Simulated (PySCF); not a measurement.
## Adding and removing an electron: GaH

RHF; PySCF, no relativity, basis sets Ga def2-TZVPPD, H def2-TZVPPD. Neutral (RHF): singlet (closed shell), Re = 1.673 Å, ωe = 1667 cm⁻¹, De = 2.08 eV, HOMO -8.04 eV, LUMO 0.92 eV.

GaH⁺ (UHF): doublet (σ ↑), Re = 1.635 Å, ωe = 1431 cm⁻¹, De = 0.26 eV to Ga⁺ + H. The energies at the minima are -1923.79985 hartree for GaH and -1923.52908 for GaH⁺.

Task: Work out the adiabatic ionisation energy, without and with harmonic zero-point energies (1 hartree = 27.2114 eV, 1 eV = 8065.5 cm⁻¹), and the change of the bond length.

Result: At HF: 0.27077 hartree = 7.368 eV between the minima; the zero-point term (1431.0 − 1667.0)/2 cm⁻¹ = -0.015 eV makes it 7.353 eV. Re changes by -3.8 pm against the neutral. Minus the HOMO energy is 8.04 eV, +0.67 eV from the value between the minima; Hartree–Fock orbital energies leave out relaxation and correlation. The electron leaves a σ orbital, and the shorter bond of the ion fits an antibonding orbital, or a change in how ionic the bond is.

Spin–orbit coupling is left out. For an ion De counts to the pair picked by the measured ionisation energies or electron affinities, which need not be the lowest pair at this level. Where the molecule has an RHF reference, its open-shell atoms are computed with UHF. Hartree–Fock leaves out correlation, which carries a large part of most bond energies and some tenths to 1 eV of ionisation energies. States were picked by a PBE0 search and need not be the measured ground states.

Neutral and ion stand on different kinds of reference determinant, which adds to the error of the difference.
